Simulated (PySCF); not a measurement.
Correlation energy of Hg⁶⁷⁺ (mercury, charge +67)

[Ne] 3s2 3p1, 2P determinant. All numbers are calculated (PySCF 2.14, scalar relativity by spin-free X2C-1e, in an uncontracted even-tempered set (17 s from 20 bohr⁻², ratio 2.5; 12 p from 26 bohr⁻², ratio 2.5; 4 d from 97 bohr⁻², ratio 2.7; 4 f from 150 bohr⁻², ratio 2.7)). Frozen: 1s2; 11 electrons correlated; the 20 highest virtual orbitals of each spin left out.

```
  level  correlation energy (mhartree)
   CCSD                        -525.43
    (T)                          -0.33
CCSD(T)                        -525.76
```

Diagnostics: T1 = 0.00022, D1 = 0.0010, largest double amplitude 0.026.

Spin-orbit coupling, absent here, splits the open shell strongly.

Cost of the coupled-cluster step: of the order of 30 core-seconds, for 11 correlated electrons.

At this charge the one-electron X2C treatment keeps the bare 1/r₁₂, with no two-electron picture change or Breit term. The effect here is smaller than on the frozen 1s shell; and a scalar Hamiltonian misses the large spin-orbit splitting of the p shells, which matters for ns² → np² pairs.
